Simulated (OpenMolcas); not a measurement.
A calculation on Ta²⁺.

```json
{
  "Program": "OpenMolcas 26.06",
  "Method": "SS-CASPT2, IPEA 0.25 Eh, imaginary shift 0.1 Eh (closed shells correlated: 5s 5p)",
  "Basis": "ANO-RCC-VTZP [8s7p5d3f2g1h]",
  "Scalar Hamiltonian": "DKH2, point nucleus",
  "Active space": "3 electrons in 6 orbitals (5d 6s)",
  "State averaging": "2S+1 = 4 even, 20 roots; 2S+1 = 2 even, 70 roots kept (CI in the orbitals of an earlier block)",
  "Spin-orbit coupling": "RASSI with atomic mean-field integrals over the reference wave functions, term energies averaged over their components"
}
```

(1) Which level of the active space comes out lowest?

(2) How high does 5d² 6s ⁴F_7/2 lie?

(3) How high does 5d³ ⁴F_5/2 lie?

(4) How high does 5d³ ⁴F_9/2 lie?

(5) The level at 13340 cm⁻¹ has J = 9/2. What is it made of, and what is its g factor?

Answers

(1) 5d³ ⁴F_3/2, with 83 % of that term.

(2) 10620 cm⁻¹ above the lowest level.

(3) 2800 cm⁻¹ above the lowest level.

(4) 7400 cm⁻¹ above the lowest level.

(5) 42 % 5d² 6s ⁴F_9/2, 27 % 5d³ ²G, 17 % 5d³ ²H; g = 1.198, against 1.334 from Landé's formula for the pure leading term.

CASPT2 does not keep the components of a term degenerate, so their means are used; among the terms shown or strongly mixed into the levels shown the widest spread is 400 cm-1 (5d² 6s ⁴F). Configurations are named by rounded mean occupations; where the s occupation lies near a half they are strongly mixed, a name can repeat and a true partner stay unpaired. A single d shell beside an s shell can misplace configurations of different d count against each other. Levels of configurations outside the active space are missing.
